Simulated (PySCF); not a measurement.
A structure optimised at PBE-D3(BJ)/def2-SVP, used in a PySCF frequency run:

```xyz
7

C      0.0000     0.0000    -2.3497
C      0.0000     0.0000    -1.1308
C      0.0000     0.0000     0.3393
F      1.0919     0.6304     0.8252
F      0.0000    -1.2608     0.8252
F     -1.0919     0.6304     0.8252
H      0.0000     0.0000    -3.4320
```
Charge 0, spin multiplicity 1.

Problem. Write its SMILES, formula and point group.

Solution. C#CC(F)(F)F, C₃HF₃, C3v

Problem. What are its rotational constants (standard atomic weights)?

Solution. 5.5781, 2.8285, 2.8285 GHz
